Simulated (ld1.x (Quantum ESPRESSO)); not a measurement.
## cerium (Ce): excitation energies, all-electron against TM semilocal

- Element: cerium
- Generator: ld1.x (Quantum ESPRESSO) 7.5
- Type: norm-conserving Troullier–Martins (semilocal form)
- Functional: LDA (PZ)
- Relativity: scalar-relativistic
- Frozen core: [Kr]
- Valence charge: 22
- Reference configuration: 4d10 4f1 5s2 5p6 5d1 6s2 6p0
- Partial waves: 5s (bound): rc 1.40 bohr; 5p (bound): rc 2.95 bohr; 4f (bound): rc 1.00 bohr; 4d (bound): rc 1.30 bohr
- Local potential: the d channel
- Core correction: none

Occupied shells without a wave of their own: 5d, 6s. They enter only through the test configuration that unscreens the potential.

Energies are relative to the spin-unpolarised reference configuration 4d10 4f1 5s2 5p6 5d1 6s2 6p0; without spin polarisation the order of configurations can differ from experiment. Spin-polarised rows fill each open shell by Hund’s rule, majority spin first.

| valence configuration | charge | ΔE all-electron (eV) | error AE − PS (meV) |
| --- | --- | --- | --- |
| 4d10 4f1 5s2 5p6 5d1 6s1 6p0 | +1 | 6.271 | -63 |
| 4d10 4f1 5s2 5p6 5d1 6s0 6p0 | +2 | 17.617 | -163 |
| 4d10 4f1 5s2 5p6 5d0 6s0 6p0 | +3 | 36.955 | +196 |
| 4d10 4f1 5s2 5p5 5d1 6s2 6p0 | +1 | 27.974 | +1.2 |
| 4d10 4f0 5s2 5p6 5d2 6s1 6p0 | +1 | 11.582 | -202 |
| 4d10 4f1 5s2 5p6 5d1 6s1.5 6p0 | +0.5 | 2.526 | -28 |
| 4d10 4f1 5s2 5p6 5d1 6s2 6p0 (spin-polarised) | 0 | -0.315 | +72 |
| 4d10 4f1 5s2 5p6 5d1 6s1 6p0 (spin-polarised) | +1 | 5.587 | +24 |

(1) What are ΔE and the potential's error for 4d10 4f2 5s2 5p6 5d1 6s0 6p0?

Answers

(1) ΔE = 6.278 eV all-electron; the error (AE − PS) is -49 meV.

These tests converged, but a pseudo level misses the all-electron one widely, so the file describes the atom poorly there or has found another state: 4d10 4f1 5s2 5p6 5d1 6s1 6p0: empty 6p by 3.9 eV; 4d10 4f1 5s2 5p6 5d1 6s0 6p0: empty 6p by 7.1 eV; 4d10 4f1 5s2 5p6 5d0 6s0 6p0: empty 6p by 7.5 eV; 4d10 4f1 5s2 5p5 5d1 6s2 6p0: empty 6p by 4.4 eV; 4d10 4f0 5s2 5p6 5d2 6s1 6p0: empty 6p by 4.1 eV. The 5d, 6s levels have no wave, so the channel is fitted at the deeper level alone: the likely source of the large errors.
